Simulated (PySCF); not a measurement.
# Sc³⁺ (scandium, charge +3) across methods

[Ar], closed-shell 1S. Computed with PySCF 2.14 in aug-cc-pwCVTZ (10s9p7d4f3g, 127 functions), with the non-relativistic Hamiltonian (point nucleus).

| method | E (hartree) | mean ε 2p (eV) | mean ε 3s (eV) | mean ε 3p (eV) | Σ⟨r²⟩ (bohr²) | ⟨S²⟩ |
| --- | --- | --- | --- | --- | --- | --- |
| M06-2X | -758.986 | -440.66 | -93.143 | -69.522 | 12.56 | 0.000 |
| revPBE | -758.876 | -420.90 | -85.826 | -64.562 | 12.55 | 0.000 |
| PBE | -758.744 | -420.98 | -85.799 | -64.583 | 12.56 | 0.000 |
| PW91 | -758.978 | -421.32 | -85.861 | -64.676 | 12.56 | 0.000 |
| r2SCAN | -758.950 | -425.39 | -87.625 | -65.396 | 12.54 | 0.000 |
| LDA | -757.015 | -420.83 | -85.569 | -64.623 | 12.58 | 0.000 |
| PBE0 | -758.799 | -430.91 | -89.961 | -67.171 | 12.55 | 0.000 |

**Question.** Estimate the same row for UHF.

**Answer.** E (hartree) = -758.21471; mean ε 2p (eV) = -459.44; mean ε 3s (eV) = -101.06; mean ε 3p (eV) = -73.596; Σ⟨r²⟩ (bohr²) = 12.59; ⟨S²⟩ = 0.000.
